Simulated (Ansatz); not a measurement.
Isomers of C$_{2}$H$_{6}$GaN, relaxed with PBE0-D4/def2-TZVP in Ansatz; electronic energies, one conformer each and not always the lowest. Functionals use def2-TZVPP; CBS adds triple-zeta CCSD(T) − MP2 to the MP2 limit of def2-TZVPP and def2-QZVPP.

Outer-core shells of Ga are correlated without core-valence functions. Scalar relativity is left out up to krypton. Spin–orbit coupling is left out.

**Question.** Order them by energy at frozen-core CCSD(T)/CBS, lowest first. (Estimate.)
A. `CC#[N+][GaH3-]`
B. `C=[N][GaH][CH3]`
C. `[CH2]1N[CH2][GaH]1`
D. `C=C[NH][GaH2]`

**Answer.** D (0.0 kcal/mol), B (3.0 kcal/mol), A (8.1 kcal/mol), C (29.7 kcal/mol).

**Question.** How do r2SCAN-D4, HF/CBS(def2), B3LYP, ωB97M-V place them (kcal/mol, against `C=C[NH][GaH2]`)? (Best estimate.)

**Answer.** Ansatz gave: 
```
              isomer  r2SCAN-D4  HF/CBS(def2)  B3LYP  ωB97M-V
`[CH2]1N[CH2][GaH]1`       31.6          38.1   33.7     29.1
    `CC#[N+][GaH3-]`        9.8           2.4    8.0      7.7
   `C=[N][GaH][CH3]`        4.4           3.9    3.5      3.8
```

B3LYP here is the variant with VWN-RPA as its local correlation; programs differ in this.
